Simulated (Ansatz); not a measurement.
Cartesian coordinates in Å:
```
C -1.100 0.744 0.591
C -0.054 -0.068 -0.137
Al 0.832 -1.804 0.035
Al 1.684 0.208 -1.033
H -0.753 0.979 1.600
H -1.317 1.698 0.100
H -2.048 0.207 0.702
H -0.383 -0.338 -1.193
H 0.673 -3.097 0.956
H 2.466 1.471 -1.621
```

Charge 0, multiplicity 1.

(1) List the PBE0/def2-TZVPP orbital energies in eV (Ansatz). (Best estimate.)

## Answers

(1) Ansatz gave: Occupied: -1527.70, -1527.62, -277.88, -277.79, -113.55, -113.47, -73.65, -73.57, -73.49, -73.45, -73.41, -73.37, -20.74, -17.15, -11.83, -11.59, -11.47, -10.21, -10.04, -8.65, -6.59, -5.65. Lowest empty: -1.89, -0.94, -0.23, -0.04, 1.44, 1.57, 2.23, 2.38.
